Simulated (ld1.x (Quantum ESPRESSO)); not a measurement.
# Configuration tests for phosphorus (P) (TM)

P (Z = 15), norm-conserving Troullier–Martins (Kleinman–Bylander form), made with ld1.x (Quantum ESPRESSO) 7.5 (PBEsol, scalar-relativistic). Core [Ne], reference 3s2 3p3. Waves: 3p (bound): rc 1.55 bohr; 3d channel at 0.05 Ry: rc 1.50 bohr; 3s (bound): rc 1.15 bohr. Local part: the s channel. Core correction: none.

Energies are relative to the spin-unpolarised reference configuration 3s2 3p3; without spin polarisation the order of configurations can differ from experiment.

Problem. Give the all-electron excitation energy and the error of the potential for: 3s2 3p2; 3s2 3p1; 3s2 3p0; 3s1 3p0; 3s2 3p2.5; 3s1 3p3; 3s0 3p5.

Solution.

```json
{"valence configuration": "3s2 3p2", "charge": "+1", "ΔE all-electron (eV)": "9.698", "error AE − PS (meV)": "+4.0"}
{"valence configuration": "3s2 3p1", "charge": "+2", "ΔE all-electron (eV)": "28.810", "error AE − PS (meV)": "+30"}
{"valence configuration": "3s2 3p0", "charge": "+3", "ΔE all-electron (eV)": "58.515", "error AE − PS (meV)": "+112"}
{"valence configuration": "3s1 3p0", "charge": "+4", "ΔE all-electron (eV)": "110.428", "error AE − PS (meV)": "+266"}
{"valence configuration": "3s2 3p2.5", "charge": "+0.5", "ΔE all-electron (eV)": "3.760", "error AE − PS (meV)": "+0.6"}
{"valence configuration": "3s1 3p3", "charge": "+1", "ΔE all-electron (eV)": "18.793", "error AE − PS (meV)": "+11"}
{"valence configuration": "3s0 3p5", "charge": "0", "ΔE all-electron (eV)": "17.152", "error AE − PS (meV)": "+44"}
```

Levels in the configuration 3s1 3p3:

```tsv
level	all-electron (eV)	pseudo (eV)
3s	-23.916	-23.889
3p	-14.775	-14.761
```

ld1.x printed “convergence not achieved” for 3 of the counted tests; their residual had stalled under 1e-8, short of the target of 1e-14.
